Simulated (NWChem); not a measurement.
Species: PbH₂S, singlet; SMILES [PbH][SH]

Computed with NWChem. Low-valent species are run as closed-shell singlets; no triplet was tried in these runs. Structure relaxed at the PBE0/def2-SVP level. def2 effective core potentials on Pb; no spin-orbit coupling. LC-ωPBE (HJS hole) with def2-SVP; x = 1 − exp(−ω/0.25 bohr⁻¹) is a scale chosen for this fit.

| row | x | −ε(HOMO) (eV) |
|---|---|---|
| ω = 0.05 | 0.181 | 6.62 |
| ω = 0.15 | 0.451 | 7.83 |
| ω = 0.20 | 0.551 | withheld |
| ω = 0.35 | 0.753 | 9.12 |
| ω = 0.60 | 0.909 | 9.73 |

Fit a straight line of the last column on the one before it, predict the withheld value, and compare with the run.


1. Means of the 4 shown rows: x = 0.5735, y = 8.325. Slope Σ(x − x̄)(y − ȳ)/Σ(x − x̄)² = 1.344/0.3138 = 4.282; intercept 5.869.
2. The shown rows scatter about the line by 0.028 (root mean square); the largest residual is -0.03, at ω = 0.60.
3. At x = 0.551 (ω = 0.20; inside the shown range) the line gives 8.23.
4. The run gives 8.26, +0.03 from the line, 1.1 times the scatter.
